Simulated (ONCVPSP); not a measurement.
# u(r) = r·R(r): atom against pseudo-atom (H (Z = 1))

Columns: radius, all-electron u(r) and pseudo u(r) of the 1s shell (level -6.33 eV) of hydrogen in the configuration 1s1; PBEsol, scalar-relativistic, ONCV scheme, ONCVPSP 4.0.1.

```csv
r (bohr),all-electron,pseudo
0.065,0.1145,0.0913
0.130,0.2145,0.1805
0.195,0.3014,0.2659
0.260,0.3765,0.3456
0.325,0.4409,0.4179
0.390,0.4957,0.4819
0.455,0.5421,0.5369
0.520,0.5808,0.5830
0.585,0.6127,0.6205
0.650,0.6385,0.6499
0.715,0.6590,0.6719
0.780,0.6747,0.6873
0.845,0.6862,0.6969
0.910,0.6939,0.7018
0.975,0.6984,0.7034
1.040,0.6999,0.7025
1.105,0.6989,0.6998
1.170,0.6956,0.6958
1.235,0.6904,0.6904
1.300,0.6835,0.6835
1.365,0.6751,0.6751
1.430,0.6655,0.6655
1.495,0.6548,0.6548
1.560,0.6431,0.6431
1.625,0.6307,0.6307
1.690,0.6177,0.6177
```

Task: How many radial nodes do the two functions have?

Result: The all-electron 1s function has n − l − 1 = 0; the pseudo-wave has 0.

Task: At about which radius was the pseudo-wave matched?

Result: 1.30 bohr. The columns agree to 0.0005 from 1.17 bohr on; several derivatives are matched, so the curves merge somewhat inside the radius.

Task: Is the pseudo-wave norm-conserving?

Result: Yes: the ONCV scheme keeps the norm inside the radius equal to the all-electron one, which fixes the energy derivative of the logarithmic derivative at the level.
